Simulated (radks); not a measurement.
P II, 14 electrons, occupied as [Ne] 3s2 3p2.

Method: Dirac Kohn-Sham, SOGGA, spin-unpolarised, spherical densities, finite nucleus; open shells are shared between the two j in proportion to 2j + 1; Fermi nuclear charge, rms radius 3.1889 fm; computed with a radial shooting solver on a logarithmic mesh with Libxc functionals.

Energy parts (eV):
total: -9275.207
kinetic: 9309.585
electron-nucleus: -22011.652
Hartree: 4025.851
exchange-correlation: -598.991

Orbitals (lengths in bohr, moments of r in powers of bohr; <r^-3> diverges for s and p1/2):
| orbital | occ. | eigenvalue (eV) | <r^4> | <1/r> | <r^-3> |
|---|---|---|---|---|---|
| 1s1/2 | 2 | -2090.674 | 0.0005425 | 14.63 | - |
| 2s1/2 | 2 | -184.0582 | 0.1908 | 2.822 | - |
| 2p1/2 | 2 | -135.4200 | 0.1896 | 2.721 | - |
| 2p3/2 | 4 | -134.5040 | 0.1927 | 2.705 | 62.85 |
| 3s1/2 | 2 | -23.1389 | 24.07 | 0.7495 | - |
| 3p1/2 | 0.666667 | -14.1428 | 49.95 | 0.6309 | - |
| 3p3/2 | 1.33333 | -14.0772 | 50.55 | 0.6285 | 4.544 |

The highest occupied level is 3p3/2 at -14.077 eV. Summed over all electrons, <r^2> = 20.83 bohr^2, which gives a Langevin (diamagnetic) susceptibility term of -16.5 x 10^-6 cm^3/mol. For comparison, the ionisation energy in NIST's Atomic Spectra Database is 19.769 eV (semi-empirical). In exact Kohn-Sham theory the highest level is minus the ionisation energy, but local and semilocal functionals leave it too shallow, through self-interaction and a potential that decays too fast; potentials with the right tail come closer. The density falls to 0.001 e/bohr^3 at r = 3.83 bohr. The electron density at the nucleus is 2381 e/bohr^3.

Beside tabulated values, note that spin-unpolarised runs miss the spin-polarisation part of the exchange energy of open shells.
